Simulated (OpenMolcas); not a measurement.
Mg: CASPT2 settings compared

```json
{
 "Program": "OpenMolcas 26.06",
 "Basis": "ANO-RCC-VTZP [5s4p2d1f]",
 "Scalar Hamiltonian": "DKH4, point nucleus",
 "Active space": "2 electrons in 8 orbitals (3s 3p 4s 4p)",
 "State averaging": "2S+1 = 3 even, 3 roots; 2S+1 = 1 even, 1 root; 2S+1 = 3 odd, 3 roots; 2S+1 = 1 odd, 3 roots",
 "Spin-orbit coupling": "RASSI with atomic mean-field integrals over the reference wave functions, term energies averaged over their components"
}
```

Methods on the same reference wave functions:
A. CASSCF
B. SS-CASPT2, IPEA 0.4 Eh, no level shift (closed shells correlated: 1s 2s 2p)
C. XMS-CASPT2, IPEA 0 Eh, no level shift (closed shells correlated: none)
D. XMS-CASPT2, IPEA 0.6 Eh, imaginary shift 0.15 Eh (closed shells correlated: 2s 2p)

Energies in cm-1 above 3s2 1S0, the measured ground level; measured values from NIST Handbook of Basic Atomic Spectroscopic Data.

```json
{"Level": "3s2 1S0", "A": "0.0", "B": "0.0", "C": "0.0", "D": "0.0", "Measured": "0.0"}
{"Level": "3s 3p 3P* 0", "A": "21927", "B": "21784", "C": "21265", "D": "21708", "Measured": "21850"}
{"Level": "3s 3p 3P* 1", "A": "21943", "B": "21800", "C": "21280", "D": "21723", "Measured": "21870"}
{"Level": "3s 3p 3P* 2", "A": "21975", "B": "21831", "C": "21312", "D": "21755", "Measured": "21911"}
{"Level": "3s 3p 1P* 1", "A": "41049", "B": "38306", "C": "37752", "D": "38019", "Measured": "35051"}
```

Deviations, from unrounded energies. A percentage is the sum of absolute deviations over the sum of measured energies, with the sign that they share, or ± where signs differ.

```csv
Against measurement,Levels,A,B,C,D
mean absolute deviation (cm-1),4,1600,870,1100,850
other configurations (%),4,+6.2,±3.4,±4.4,±3.4
```

B, D lie about equally close to measurement and A furthest from it. The largest miss of D in the table is 3s 3p 1P* 1, by +3000 cm-1. The ranking rests on the paired levels alone, and a cruder setting can come out closer through cancelling errors.

Among B to D the level of the table that moves most is 3s 3p 1P* 1, by 550 cm-1 (lowest in C, highest in B).

The lowest spin-free term lies below A's lowest term by 0.244 hartree in B, 0.000 hartree in C, 0.239 hartree in D.

Active for correlation alone: 4p 4s; no level in the range computed is led by a configuration that fills them, so any true level of that kind is missing. Without dynamic correlation excited terms often stand tens of per cent too high (terms of higher spin than the ground term too low), and those without a measured partner can miss by more than the paired ones (holds for A). Measured partners are found by configuration, term and J. A level has none where our copy of the source lacks it or the pairing is in doubt (some pairs that miss far off the trend of their configuration count as doubtful), and it then counts in no deviation. Levels of configurations outside the active space are missing. The table leaves out levels that lie high or whose names do not pair safely across all columns.

* marks odd parity.
